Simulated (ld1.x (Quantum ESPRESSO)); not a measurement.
**Cl PAW: all-electron and pseudo phase curves**

chlorine (Cl), PAW, made with ld1.x (Quantum ESPRESSO) 7.5 (PBE, non-relativistic). Core [Ne], reference 3s2 3p4 (charge +1). Waves: 3s (bound): rcut 1.05, rcutus 1.15 bohr; 3s channel at -1.6 Ry: rcut 1.05, rcutus 1.15 bohr; 3p (bound): rcut 1.40, rcutus 1.55 bohr; 3p channel at -0.95 Ry: rcut 1.40, rcutus 1.55 bohr; 3d channel at 0.15 Ry: rcut 1.15, rcutus 1.60 bohr; 3d channel at 1.3 Ry: rcut 1.15, rcutus 1.60 bohr. Local part: all-electron potential smoothed inside 1.05 bohr (lloc = -1). Core correction: a·sin(br)/r model core, default radius (ld1.x builds one for every PAW set, though the input has nlcc=.false.). Augmentation charge: PSQ, inside the norm-conserving radii.

The phase is arctan(r·u′/u) with u = r·R(r), unwrapped; energies in Ry, scanned from -4 to 5 Ry. A pole is an energy at which the radial function vanishes at the test radius. The pseudo phase is shifted by a multiple of π to meet the all-electron one at the reference energy, and phase errors are pseudo minus all-electron; the curves can meet again beyond the range given. Levels narrower than the energy grid can be missing from the lists of poles.

For each channel, where are the poles, and over which energies does the pseudopotential scatter like the atom?

```tsv
channel	radius (bohr)	reference energy (Ry)	poles, all-electron	poles, pseudo	unbroken range about the reference energy with phases within 0.05 rad	phase error 1 Ry above the reference energy (rad)
s	1.75	-2.35	0.11	-0.44, 0.12	below -0.5	-0.000
p	1.75	-1.43	1.39	1.39	the whole range	+0.000
d	1.75	0.15	2.74	2.74	the whole range	+0.000
```

Phases in the p channel:

```json
{"E (Ry)": "-4.00", "all-electron": "1.118", "pseudo": "1.118"}
{"E (Ry)": "-3.76", "all-electron": "1.083", "pseudo": "1.082"}
{"E (Ry)": "-3.52", "all-electron": "1.039", "pseudo": "1.039"}
{"E (Ry)": "-3.28", "all-electron": "0.984", "pseudo": "0.984"}
{"E (Ry)": "-3.04", "all-electron": "0.913", "pseudo": "0.913"}
{"E (Ry)": "-2.80", "all-electron": "0.819", "pseudo": "0.819"}
{"E (Ry)": "-2.56", "all-electron": "0.690", "pseudo": "0.690"}
{"E (Ry)": "-2.32", "all-electron": "0.509", "pseudo": "0.509"}
{"E (Ry)": "-2.08", "all-electron": "0.259", "pseudo": "0.259"}
{"E (Ry)": "-1.84", "all-electron": "-0.062", "pseudo": "-0.062"}
{"E (Ry)": "-1.60", "all-electron": "-0.405", "pseudo": "-0.405"}
{"E (Ry)": "-1.36", "all-electron": "-0.703", "pseudo": "-0.703"}
{"E (Ry)": "-1.12", "all-electron": "-0.926", "pseudo": "-0.926"}
{"E (Ry)": "-0.88", "all-electron": "-1.086", "pseudo": "-1.086"}
{"E (Ry)": "-0.64", "all-electron": "-1.201", "pseudo": "-1.201"}
{"E (Ry)": "-0.40", "all-electron": "-1.287", "pseudo": "-1.287"}
{"E (Ry)": "-0.16", "all-electron": "-1.353", "pseudo": "-1.353"}
{"E (Ry)": "0.08", "all-electron": "-1.405", "pseudo": "-1.405"}
{"E (Ry)": "0.32", "all-electron": "-1.447", "pseudo": "-1.447"}
{"E (Ry)": "0.56", "all-electron": "-1.482", "pseudo": "-1.482"}
{"E (Ry)": "0.80", "all-electron": "-1.512", "pseudo": "-1.512"}
{"E (Ry)": "1.04", "all-electron": "-1.538", "pseudo": "-1.538"}
{"E (Ry)": "1.28", "all-electron": "-1.561", "pseudo": "-1.561"}
{"E (Ry)": "1.52", "all-electron": "-1.582", "pseudo": "-1.582"}
{"E (Ry)": "1.76", "all-electron": "-1.601", "pseudo": "-1.601"}
{"E (Ry)": "2.00", "all-electron": "-1.619", "pseudo": "-1.619"}
{"E (Ry)": "2.24", "all-electron": "-1.636", "pseudo": "-1.636"}
{"E (Ry)": "2.48", "all-electron": "-1.652", "pseudo": "-1.653"}
{"E (Ry)": "2.72", "all-electron": "-1.668", "pseudo": "-1.669"}
{"E (Ry)": "2.96", "all-electron": "-1.683", "pseudo": "-1.684"}
{"E (Ry)": "3.20", "all-electron": "-1.699", "pseudo": "-1.700"}
{"E (Ry)": "3.44", "all-electron": "-1.715", "pseudo": "-1.716"}
{"E (Ry)": "3.68", "all-electron": "-1.731", "pseudo": "-1.733"}
{"E (Ry)": "3.92", "all-electron": "-1.748", "pseudo": "-1.750"}
{"E (Ry)": "4.16", "all-electron": "-1.765", "pseudo": "-1.768"}
{"E (Ry)": "4.40", "all-electron": "-1.784", "pseudo": "-1.788"}
{"E (Ry)": "4.64", "all-electron": "-1.804", "pseudo": "-1.809"}
{"E (Ry)": "4.88", "all-electron": "-1.826", "pseudo": "-1.833"}
```
